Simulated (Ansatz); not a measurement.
`CCCCCCCCSC(C)=O` with charge +1. Total charge 1; doublet. Geometry r2SCAN-D4/def2-SVP, that of the neutral singlet.

```xyz
32

C     2.1342   -2.3234   -4.8323
C     2.1480   -1.7437   -3.4224
C     0.7530   -1.5650   -2.8279
C     0.7571   -0.9903   -1.4138
C    -0.6429   -0.8057   -0.8300
C    -0.6748   -0.3282    0.6225
C    -0.0935    1.0695    0.8367
C    -0.1429    1.5508    2.2809
S    -1.8680    1.7799    2.8450
C    -1.5296    2.3985    4.4945
C    -2.7818    2.7285    5.2698
O    -0.4059    2.5331    4.9193
H     1.6519   -3.3149   -4.8502
H     3.1521   -2.4408   -5.2357
H     1.5738   -1.6734   -5.5246
H     2.7435   -2.3961   -2.7571
H     2.6674   -0.7673   -3.4262
H     0.2287   -2.5400   -2.8253
H     0.1556   -0.9072   -3.4881
H     1.2957   -0.0248   -1.4240
H     1.3434   -1.6553   -0.7503
H    -1.1852   -1.7662   -0.8999
H    -1.2106   -0.0951   -1.4608
H    -1.7182   -0.3425    0.9845
H    -0.1248   -1.0473    1.2593
H     0.9668    1.0877    0.5289
H    -0.6138    1.7948    0.1836
H     0.3697    2.5162    2.4097
H     0.3381    0.8329    2.9649
H    -2.5031    3.0486    6.2824
H    -3.4461    1.8522    5.3211
H    -3.3378    3.5343    4.7653
```

At HF/def2-SVP the charge 1 doublet is spin-contaminated (final ⟨S²⟩ up to 0.92, 0.75 for a pure state). At PBE-D4/def2-SVP the gap within one spin of the charge 1 doublet nearly closes, so an electron or hole may be smeared out by delocalisation error.

Q: Estimate the α-spin orbital energies around the gap (eV) in Ansatz with HF/def2-SVP, PBE-D4/def2-SVP, PBE0-D4/def2-SVP.

A: 
```
orbital  HF/def2-SVP  PBE-D4/def2-SVP  PBE0-D4/def2-SVP
 HOMO−5       -16.24           -11.26            -12.84
 HOMO−4       -15.69           -11.10            -12.63
 HOMO−3       -15.27           -11.07            -12.17
 HOMO−2       -14.87           -10.98            -12.00
 HOMO−1       -14.57           -10.89            -11.78
   HOMO       -14.55           -10.70            -11.53
   LUMO        -1.80            -6.21             -5.62
 LUMO+1        -1.22            -4.81             -4.61
 LUMO+2         0.68            -3.23             -2.91
 LUMO+3         0.87            -2.35             -1.84
 LUMO+4         1.52            -2.07             -1.31
 LUMO+5         1.69            -1.94             -1.26
 β HOMO       -14.55           -10.64            -11.50
 β LUMO        -6.63           -10.61            -10.75
```
